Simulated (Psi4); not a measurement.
Psi4 was given this input:
```
memory 2 GB

molecule {
0 1
Se    0.55437691   -0.52849029    0.73721862
O     0.57236236   -1.86110189   -0.51513621
H     1.45801639   -1.93357907   -0.88040759
Ge   -0.68781722    0.96463088   -0.54808340
H    -0.78457501    2.27516688    0.17282531
H    -0.01865154    1.19120189   -1.87583574
H    -2.07235298    0.45650714   -0.82225654
}

set {
  basis def2-svpd
}

energy('pbe')
print_variables()
```

Q: What does this run give for the number of basis functions, total energy, nuclear repulsion energy?

A: 
```
Quantity                           Value
-------------------------  -------------
number of basis functions            134
total energy               -4554.8086 Eh
nuclear repulsion energy     441.7528 Eh
```

Q: Roughly what does it cost on one core?

A: roughly 14 core-seconds.
